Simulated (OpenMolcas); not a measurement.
An OpenMolcas run meant for Pm²⁺ (ANO-R1, X2C; inactive shells 1s 2s 2p 3s 3p 3d 4s 4p 4d 5s 5p; intended active space 5 electrons in 7 orbitals (4f)). One step of its input:

```
&RASSCF
FileOrb=start.orb
Symmetry=2
Spin=2
nElAct=5 0 0
Inactive=15 12
Ras2=0 7
CIRoot=132 132 1
SDav=490
CIMx=300
Iter=85 100
PrWF=0.3
OrbListing=Nothing
MaxOrb=0
Atom
CIOnly
>>> COPY $Project.JobIph JOB003
```

Lines from the output:

```
...
      Natural orbitals and occupation numbers for root  3
      sym 2:   0.999993   1.000008   0.999995   0.999999   0.999997   1.000006   1.000001
::    RASSCF root number  1 Total energy: -10015.17786528
::    RASSCF root number  2 Total energy: -10015.17786528
::    RASSCF root number  3 Total energy: -10015.17786518
::    RASSCF root number  4 Total energy: -10015.17786517
::    RASSCF root number  5 Total energy: -10015.17786516
::    RASSCF root number  6 Total energy: -10015.17786515
::    RASSCF root number  7 Total energy: -10015.17786514
::    RASSCF root number  8 Total energy: -10015.17786511
::    RASSCF root number  9 Total energy: -10015.17786510
::    RASSCF root number 10 Total energy: -10015.17786509
::    RASSCF root number 11 Total energy: -10015.17786505
::    RASSCF root number 12 Total energy: -10015.17786499
                  YZ=  1.2197E-05              ZZ=  3.2745E-05
--
  Molden files will not be produced
      Average orbitals are written to the RASORB file
--- Stop Module: rasscf at  /rc=_RC_NOT_CONVERGED_ ---
.#######################.
.# Convergence problem #.
.#######################.
```

Q: What is wrong with the input?

A: A keyword is misspelt. OpenMolcas reads the first four letters of a keyword, so the setting is refused or falls back to its default.
